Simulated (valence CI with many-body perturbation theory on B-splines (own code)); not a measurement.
E1 transitions of Ar XII

Computed by configuration interaction combined with many-body perturbation theory (CI+MBPT): five valence electrons over a frozen Dirac-Fock core [He], radial functions for each j: 11 s, 11 p, 10 d, 8 f, 5 g, 2 h, with the one-electron correlation potential Σ1, the two-electron term Σ2, the three-electron term Σ3, Breit, model QED; selected CI, second order for the rest, scaled by the run's own slope (own B-spline code, finite nucleus).

No measured levels were compared; by estimate levels of excited configurations hold to 0.05 to 0.15 % of their energy, terms of the ground configuration to about 0.5 %. Among the levels kept, up to 4900 cm⁻¹ of a level comes from second order outside the variational space, and about a tenth of that is noise between levels of different J, which matters for small intervals.

Lines 201 to 250 of 573 in falling wavelength, among levels below 34.118 Ry, chosen from the strongest by gf and those to the six lowest levels. Wavelengths and rates use the calculated energies, so an error of 400 cm⁻¹ moves a line at 537.8 Å by 0.22 % and its rate by three times that or more. Electric multipoles are in the length gauge, E1 and E2 with the static RPA response of the core. Weak lines are less certain than strong ones. Lines between different terms over intervals too small for the method are left out, as are lines whose strength nearly cancels. Where a level lies close to another of its J and parity, the split of strength between their lines is uncertain. The highest levels of a list are the least certain.

Names give the largest LS component (configuration and term), which can be under half, so a name can repeat, a term be missing and a line seem to break the LS rules; names also repeat where a configuration has a term twice. Letters in brackets count levels of one name in rising energy.

```
λ vac (Å)                 Upper                 Lower   A (s⁻¹)  log gf  Branch %
    537.8   2s2p³3d ²P°_3/2 [a]    2s2p³3p ²P_3/2 [a]  9.61e+08   -0.78       0.1
    531.6    2s2p³3p ²P_3/2 [d]   2s2p³3s ²D°_5/2 [b]  1.19e+09   -0.69       0.5
    528.0   2s2p³3d ²D°_5/2 [a]        2s2p³3p ⁴F_3/2  4.59e+08   -0.94       0.0
    521.1   2s2p³3d ²D°_5/2 [a]    2s2p³3p ²P_3/2 [a]  8.33e+08   -0.69       0.1
    520.4   2s2p³3d ²F°_7/2 [a]    2s2p³3p ²F_7/2 [a]  1.14e+09   -0.43       0.1
    520.0   2s2p³3d ²F°_5/2 [a]    2s2p³3p ²F_5/2 [a]  9.53e+08   -0.63       0.0
    510.7   2s2p³3d ²D°_3/2 [a]    2s2p³3p ²P_1/2 [a]  1.22e+09   -0.72       0.1
    499.1   2s2p³3d ²P°_3/2 [b]    2s2p³3p ²P_3/2 [b]  1.26e+09   -0.72       0.0
    499.0   2s2p³3d ²P°_1/2 [b]    2s2p³3p ²P_1/2 [b]  1.44e+09   -0.97       0.1
    494.8    2s2p³3p ²P_3/2 [e]       2s2p³3s ²S°_1/2  1.02e+09   -0.83       0.3
    492.6  2s²2p²3p ²D°_5/2 [b]       2s²2p²3s ²P_3/2  1.54e+09   -0.47      13.0
    465.9  2s²2p²3p ²D°_3/2 [b]       2s²2p²3s ²P_1/2  1.48e+09   -0.71      10.4
    461.8   2s²2p²3d ²D_5/2 [b]  2s²2p²3p ²D°_5/2 [a]  5.95e+08   -0.94       0.0
    437.6  2s²2p²3p ²P°_3/2 [b]       2s²2p²3s ²P_3/2  1.45e+09   -0.78       4.2
    432.5    2s2p³3p ⁴P_5/2 [a]      2s²2p²3p ⁴S°_3/2  1.16e+09   -0.71       0.2
    431.1    2s2p³3p ⁴P_3/2 [a]      2s²2p²3p ⁴S°_3/2  1.22e+09   -0.87       0.2
    326.0    2s2p³3p ⁴P_5/2 [b]   2s2p³3s ⁴S°_3/2 [a]  1.53e+09   -0.83       3.2
    318.4    2s2p³3p ²D_3/2 [c]   2s2p³3s ²D°_3/2 [a]  2.10e+09   -0.89       1.3
    318.2    2s2p³3p ²D_5/2 [c]   2s2p³3s ²D°_5/2 [a]  2.08e+09   -0.72       1.5
    302.6    2s2p³3p ²F_7/2 [a]  2s²2p²3p ²D°_5/2 [b]  2.17e+09   -0.62       0.3
    300.8    2s2p³3p ²F_5/2 [a]  2s²2p²3p ²D°_3/2 [b]  1.94e+09   -0.80       0.3
    253.4   2s2p³3d ⁴F°_9/2 [a]       2s²2p²3d ⁴D_7/2  1.05e+09   -1.00      21.5
    249.4   2s2p³3d ⁴D°_7/2 [b]       2s²2p²3d ⁴P_5/2  1.52e+09   -0.94       0.1
    247.9   2s2p³3d ⁴F°_9/2 [a]       2s²2p²3d ⁴F_9/2  2.10e+09   -0.71      42.9
    247.1    2s2p³3p ²F_7/2 [a]  2s²2p²3p ²D°_5/2 [a]  2.48e+09   -0.74       0.4
    246.3    2s2p³3p ⁴D_7/2 [a]      2s²2p²3p ⁴P°_5/2  2.48e+09   -0.74      26.9
    244.6   2s2p³3d ⁴F°_7/2 [a]       2s²2p²3d ⁴F_7/2  2.24e+09   -0.79       9.5
    243.9    2s2p³3p ⁴D_5/2 [a]      2s²2p²3p ⁴P°_3/2  2.24e+09   -0.92      29.1
    243.6      2s2p³3d ⁴G°_11/2       2s²2p²3d ⁴F_9/2  1.35e+09   -0.84      48.1
    241.9   2s2p³3d ⁴F°_5/2 [a]       2s²2p²3d ⁴F_5/2  2.49e+09   -0.88      11.8
    241.4       2s2p³3s ⁴D°_7/2       2s²2p²3s ⁴P_5/2  5.40e+09   -0.42       1.9
    241.0   2s2p³3d ⁴P°_5/2 [a]       2s²2p²3d ⁴P_5/2  2.63e+09   -0.86       0.1
    240.2   2s2p³3d ⁴F°_3/2 [a]       2s²2p²3d ⁴F_3/2  3.28e+09   -0.94      25.1
    239.9   2s2p³3d ⁴D°_7/2 [b]       2s²2p²3d ⁴D_7/2  2.09e+09   -0.84       0.1
    239.3        2s2p³3p ⁴F_9/2      2s²2p²3p ⁴D°_7/2  2.96e+09   -0.59      66.9
    239.2       2s2p³3d ⁴G°_9/2       2s²2p²3d ⁴F_7/2  1.17e+09   -1.00      38.2
    238.0    2s2p³3p ²F_5/2 [a]  2s²2p²3p ²D°_3/2 [a]  2.94e+09   -0.82       0.4
    237.7           2p⁵ ²P°_3/2          2s2p⁴ ²P_3/2  1.47e+10   -0.30      33.1
    237.3   2s2p³3d ⁴D°_5/2 [b]       2s²2p²3d ⁴D_5/2  2.21e+09   -0.95       0.1
    235.9       2s2p³3s ⁴D°_5/2       2s²2p²3s ⁴P_3/2  4.96e+09   -0.61       1.7
    235.7           2p⁵ ²P°_1/2          2s2p⁴ ²P_1/2  1.36e+10   -0.64      29.7
    234.6        2s2p³3p ⁴F_7/2      2s²2p²3p ⁴D°_5/2  2.18e+09   -0.84      28.9
    232.2   2s2p³3s ²D°_5/2 [a]       2s²2p²3s ²P_3/2  2.18e+09   -0.98       0.6
    231.2       2s2p³3s ⁴D°_3/2       2s²2p²3s ⁴P_1/2  3.32e+09   -0.97       1.2
    229.9    2s2p³3p ²D_3/2 [a]  2s²2p²3p ²P°_1/2 [a]  3.40e+09   -0.97       0.4
    229.3    2s2p³3p ²D_5/2 [a]  2s²2p²3p ²P°_3/2 [a]  4.18e+09   -0.70       0.5
    227.0           2p⁵ ²P°_1/2          2s2p⁴ ²P_3/2  8.21e+09   -0.90      17.9
    226.0    2s2p³3p ²P_3/2 [a]      2s²2p²3p ²S°_1/2  3.66e+09   -0.95       0.8
    224.2          2s2p⁴ ⁴P_5/2        2s²2p³ ⁴S°_3/2  6.20e+09   -0.55      99.6
    218.2          2s2p⁴ ⁴P_3/2        2s²2p³ ⁴S°_3/2  6.76e+09   -0.71      99.8
```

Question: How does gf follow from A for the line at 235.9 Å?

Answer: gf = 1.4992 × (2J+1)_upper × A / σ², with σ = 423947 cm⁻¹ and 2J+1 = 6: gf = 0.248.
